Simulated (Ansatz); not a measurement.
Calculated with Ansatz (gas phase, PBE0-D4/def2-TZVP geometries, no zero-point term in ΔE). CBS: MP2 limit from def2 TZ/QZ plus the TZ coupled-cluster correction, frozen cores. Functionals use def2-TZVPP. def2 core potentials past Kr. For In outer-core shells are correlated without core-valence functions, which leaves a few kJ/mol of doubt a bond. Each species was taken in one conformer, which may not be the lowest.

Consider the redistribution: `F[SiH2][InH2]` + `N[SiH2][SiH](O)F` → `N[SiH2][InH2]` + `O[SiH](F)[SiH2]F`.

`F[SiH2][InH2]`:

Cartesian coordinates in Å:
```
F 0.881 -1.060 1.796
Si -0.353 -0.460 0.952
In 0.443 0.610 -1.258
H -1.305 -1.582 0.718
H -1.042 0.526 1.832
H 2.104 0.652 -1.720
H -0.728 1.314 -2.319
```

`N[SiH2][SiH](O)F`:

```xyz
11

N    -1.306    0.033    1.064
Si   -0.442   -1.029   -0.013
Si    1.287    0.355   -0.811
O     0.984    1.818   -0.136
F     1.212    0.438   -2.410
H    -0.865    0.281    1.938
H    -2.285   -0.153    1.223
H     0.053   -2.297    0.603
H    -1.396   -1.393   -1.094
H     2.693    0.009   -0.495
H     0.065    1.937    0.129
```

`N[SiH2][InH2]`:

Cartesian coordinates in Å:
```
N 1.407 -0.276 -0.935
Si 0.423 0.734 0.064
In -1.761 -0.508 0.615
H 1.468 -1.261 -0.731
H 2.284 0.068 -1.293
H 0.162 1.992 -0.693
H 1.064 1.180 1.346
H -1.855 -2.236 0.480
H -3.192 0.307 1.147
```

`O[SiH](F)[SiH2]F`:

Cartesian coordinates in Å:
```
O -0.909 -1.777 -0.293
Si -0.974 -0.275 0.346
F -2.098 0.604 -0.381
Si 1.098 0.804 0.034
F 1.676 0.259 -1.369
H -0.471 -1.894 -1.138
H -1.396 -0.443 1.755
H 1.002 2.284 -0.050
H 2.072 0.438 1.096
```

| level | ΔE (kcal/mol) |
| --- | --- |
| PBE0-D4 | 0.9 |
| ωB97X-V | 0.7 |
| B2PLYP | 0.4 |
| PBE | 1.1 |
| MP2/def2-TZVPP | 0.2 |
| MP2/def2-QZVPP | 0.0 |
| SCS-MP2/def2-QZVPP | -0.1 |
| HF/CBS(def2) | -0.7 |

(1) What does CCSD(T)/CBS give? (Estimate.)

Largest T1 diagnostic among the species: 0.014.

## Answers

(1) Computed: +0.3 kcal/mol. The listed levels differ from it by 0.6, 0.4, 0.1, 0.8, -0.1, -0.3, -0.4, -1.0 kcal/mol.

In def2-TZVPP, CCSD(T) changes the Hartree–Fock value by +1.2 kcal/mol (the triples alone add +0.2 kcal/mol) and MP2 by +0.8 kcal/mol.
